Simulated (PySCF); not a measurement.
**Assigning NMR signals**

Bonds (- single, = double, # triple, : aromatic): C1-O2, O2-C3, C3:C4, C4:C5, C5-C6, C6-C7, C7-C8, C5:C9, C9:C10, C10:P11, P11:C3, C8-C6. C1 carries H12, H13, H14; C4 carries H15; C6 carries H16; C7 carries H17, H18; C8 carries H19, H20; C9 carries H21; C10 carries H22. H18, H20 are cis to C5 on the ring; H17, H19 are trans to C5 on the ring.

No solvent model, fast rotation and ring inversion assumed for equivalent nuclei, one computed conformer, non-relativistic Hamiltonian. σ from GIAO-PBE0/pcSseg-1; structure optimised with GFN2-xTB; PySCF 2.14.0 with density-fitted response routines.

Referencing at the same level of theory: 13C (σ = 186.93 ppm) and 1H (σ = 31.72 ppm) against TMS.

Task: Assign these signals to the numbered atoms. 13C{1H} NMR (computed): δ 204.9 (C), 160.6 (CH), 154.8 (C), 128.1 (CH), 125.2 (CH), 59.6 (CH3), 21.2 (CH), 14.9 (CH2).

Result: 
| δ (ppm) | atoms | environment | reason |
| --- | --- | --- | --- |
| 204.9 | C3 | aromatic carbon bearing oxygen | σ withdrawal by the attached heteroatom moves it downfield of the ring CH carbons |
| 160.6 | C10 | aromatic CH | – |
| 154.8 | C5 | substituted aromatic carbon | – |
| 128.1 | C4 | aromatic CH | the aromatic region |
| 125.2 | C9 | aromatic CH | – |
| 59.6 | C1 | methyl carbon bonded to O | deshielded by the electronegative neighbour |
| 21.2 | C6 | three-membered-ring carbon | carbons of three-membered rings are unusually shielded |
| 14.9 | C7/C8 | three-membered-ring carbon | – |

Task: Assign these signals to the numbered atoms. 1H NMR (400 MHz, computed): δ 8.82 (m, 1H), 7.71 (m, 1H), 6.93 (m, 1H), 4.17 (s, 3H), 1.79 (m, 1H), 1.12 (m, 2H), 0.76 (m, 2H).

Result: 
| δ (ppm) | atoms | environment | reason |
| --- | --- | --- | --- |
| 8.82 | H22 | hydrogen on an aromatic CH | aromatic region |
| 7.71 | H15 | hydrogen on an aromatic CH | – |
| 6.93 | H21 | hydrogen on an aromatic CH | – |
| 4.17 | H12/H13/H14 | hydrogen on a methyl carbon bonded to O | its carbon carries O, an electronegative neighbour |
| 1.79 | H16 | hydrogen on a three-membered-ring carbon | – |
| 1.12 | H17/H19 | hydrogen on a three-membered-ring carbon | cyclopropane-type protons are shielded by the ring |
| 0.76 | H18/H20 | hydrogen on a three-membered-ring carbon | – |

Splittings by 31P in the carbon and heteronuclear signals aren't shown, as no couplings were computed. Shifts are as computed. Against solution values, carbons near 30 ppm lie about +3 ppm off and those near 130 ppm about +5 ppm. Of 1211 compounds with measured shifts, 218 miss one by over three times the rms of a fit or turn the order of signals round; such compounds aren't used in these exercises. No couplings were computed; multiplicities are counted from neighbouring protons, with m where these are inequivalent, close in shift, in a saturated or five-membered ring or joined by F or P, and br s for small geminal =CH2 splittings.
